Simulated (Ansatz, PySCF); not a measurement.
Complex: HF (SMILES F) (first 2 atoms) with H2 (SMILES [H][H]); geometry from B3LYP-D3(BJ)/def2-TZVP, rigid monomers moved along the line of their centres of mass till H2···H4 is 1.78 Å.
(charge 0, multiplicity 1):
```xyz
4

F     -0.0821     0.1939    -0.5040
H     -0.0694     0.0989     0.4177
H     -0.0938    -0.4400     2.1130
H      0.0052     0.2963     2.1836
```

Quantity: the interaction energy.

Counterpoise-corrected where a basis set is named; no monomer relaxation.

Correlated levels freeze the cores. CBS: X⁻³ extrapolation of the correlation energy, Hartree–Fock from the larger set.

Codes used: Ansatz (Gaussian orbitals); PySCF for the dispersion terms. 

Costs are ratios of core time to PBE/def2-TZVPPD (roughly 1.2 s), for whole runs (searches for the state included, and forces where a run took them) on one shared machine, so rough; each difference counts from -0.78 kcal/mol (CCSD(T)/CBS(aug-cc-pVTZ, aug-cc-pVQZ), a level with limits of its own).

A star marks coupled-cluster runs past 200 virtual orbitals, where the program's memory plan changes under this machine's limit, so their costs aren't comparable with smaller runs.

```
level                      basis functions   cost  difference (kcal/mol)
-------------------------  ---------------  -----  ---------------------
PBE/def2-TZVPPD                         91     ×1                  -0.55
PBE-D3(BJ)/def2-TZVPPD                  91     ×1                  -0.77
B3LYP-D3(BJ)/def2-TZVPPD                91     ×1                  -0.29
PBE0/def2-TZVPPD                        91     ×1                  -0.36
PBE0-D3(BJ)/def2-TZVPPD                 91     ×1                  -0.53
CCSD(T)/aug-cc-pVDZ                     50     ×1                   0.37
r2SCAN/def2-TZVPPD                      91     ×2                  -0.08
r2SCAN-D3(BJ)/def2-TZVPPD               91     ×2                  -0.13
wB97X-V/def2-TZVPPD                     91     ×3                  -0.11
wB97M-V/def2-TZVPPD                     91     ×3                  -0.02
CCSD(T)/aug-cc-pVTZ                    115     ×8                   0.15
CCSD(T)/aug-cc-pVQZ                    218  ×600*                   0.06
```

With a budget of 100 times the cost of PBE/def2-TZVPPD, the closest level: wB97M-V/def2-TZVPPD, at -0.02 kcal/mol; next is r2SCAN/def2-TZVPPD at -0.08 kcal/mol.

Ansatz is a first-principles code.
